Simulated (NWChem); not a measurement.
Molecule: Si₂H₄OCl₂; SMILES [SiH2](Cl)[Si@@H](O)Cl

```xyz
9

O      1.6881     0.9749    -0.6278
Si     0.3589     0.8634     0.3548
Cl    -0.9093     2.5130     0.1118
Si    -0.8355    -1.0383    -0.3171
Cl     0.2449    -2.7644     0.1476
H      2.3491     1.6524    -0.4209
H      0.7355     0.8724     1.7926
H     -2.1277    -1.1038     0.4106
H     -1.0860    -1.0205    -1.7793
```
Atoms are numbered in this order, from 1.

Results from NWChem. Pople sets run with spherical d functions. Structure relaxed at the B3LYP/6-31G* (spherical d) level. Atomic charges in e: unrestrained fits to the electrostatic potential beside Mulliken populations; buried atoms are poorly determined by the fit.

For level Hartree-Fock/6-31G*:

```yaml
ESP O1: -0.76
Mulliken O1: -0.88
ESP Si2: 0.78
Mulliken Si2: 0.93
Mulliken Cl3: -0.39
ESP Si4: 0.51
Mulliken Si4: 0.56
Mulliken Cl5: -0.37
```

Task: What are these values for level B3LYP/def2-SVP?

Result: The ESP O1 comes out as -0.63 and the Mulliken O1 is -0.38. The ESP Si2 is 0.60. The Mulliken Si2 is 0.57, the Mulliken Cl3 is -0.28 and the ESP Si4 comes out as 0.35. The Mulliken Si4 is 0.38 and the Mulliken Cl5 is -0.26.
